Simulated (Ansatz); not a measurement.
The cluster H₂Au₂: single points at one geometry.

```yaml
crystal:
  periodic: [false, false, false]
  atoms:
    - {symbol: Au, position_ang: [0.323304, 0.608967, 0.084687]}
    - {symbol: Au, position_ang: [-1.649974, -1.205501, 0.379183]}
    - {symbol: H, position_ang: [-0.191107, -1.033784, -0.337459]}
    - {symbol: H, position_ang: [1.517776, 1.630328, -0.126411]}
basis:
  gaussian: {orbitals: def2-TZVP, initial_orbitals: start.molden}
hamiltonian: {xc: pbe, dispersion: d4}
scf: {omitted_lower_state_checks: [starts]}
output: {forces: true, orbitals: {seedname: orbitals}}
```

The file start.molden holds the orbitals of an earlier run on this structure, at another level or in another basis.

```sh
$ ansatz run in.yaml --threads 4 --pin off --events-out ev --progress --plain --max-ram 3916MiB
```

Output, abridged:

```
Functional definition: PBE
  name "PBE"
  cite "Perdew, Burke & Ernzerhof, Phys. Rev. Lett. 77, 3865 (1996) doi:10.1103/PhysRevLett.77.3865"
  parent pbe
  parameter kappa = 0.804
  parameter beta = 0.06672455060314922
  exchange = pbe_x(kappa = kappa, mu = beta*pi^2/3)
  correlation = pbe_c(beta = beta)
these checks for a lower state are left out or cut short: starts
804 factors; their error is unknown
mean field evaluation 1: about -7422.0234 eV, gradient 7.1e0 eV
mean field evaluation 2: about -7422.1365 eV, gradient 1.6e-1 eV
mean field evaluation 4: about -7422.1300 eV, gradient 4.7e-4 eV
mean field evaluation 8: about -7422.1300 eV, gradient 1.0e-5 eV
mean field -7422.12996354 eV, -272.7582452596 hartree, gradient 1.0e-5 eV, S^2 0.000000; 0 other end points of the search recorded, 0 dependent functions left out
the calculation of the forces begins
reference -7422.13000565 eV, -272.7582468071 hartree; 20, 20 occupied and 72, 72 virtual orbitals, 804 factors
Total energy: -7422.21670402 eV, -272.7614329135 hartree
Atom 0 at     0.323304     0.608967     0.084687 Å, force    -0.063260     0.069261     0.063792 eV/Å
Atom 1 at    -1.649974    -1.205501     0.379183 Å, force    -0.282057    -0.132717     0.096109 eV/Å
Atom 2 at    -0.191107    -1.033784    -0.337459 Å, force     0.176082    -0.033759    -0.109736 eV/Å
Atom 3 at     1.517776     1.630328    -0.126411 Å, force     0.169235     0.097215    -0.050166 eV/Å
Dipole moment:    -0.506852    -0.355031     0.123000 e Å
Checks for a lower state left out: starts
```

Run time 0.9 s (4 threads of Arm Neoverse V1 on a shared host).

As the first input, with `gaussian: {orbitals: def2-TZVPD, initial_orbitals: start.molden}`, `hamiltonian: {xc: r2scan, dispersion: d4}`, `output: {orbitals: {seedname: orbitals}}` (abridged; 1.8 s):

```
Functional definition: r2SCAN
mean field -7423.12654746 eV, -272.7948690434 hartree, gradient 9.0e-6 eV, S^2 0.000000
Total energy: -7423.14377354 eV, -272.7955020899 hartree
Checks for a lower state left out: starts
```

As the first input, with `hamiltonian: {xc: {name: wB97X-V}}`, `output: {orbitals: {seedname: orbitals}}` (abridged; 3 s):

```
Functional definition: wB97X-V
mean field -7417.46682613 eV, -272.5868781206 hartree, gradient 1.9e-5 eV, S^2 0.000000
Total energy: -7417.46682409 eV, -272.5868780456 hartree
Checks for a lower state left out: starts
```

Geometry: r2SCAN-D4/def2-TZVP.

In the def2 sets Au takes a core potential; there is no spin–orbit coupling. The structure comes from a short search, and lower isomers may exist.
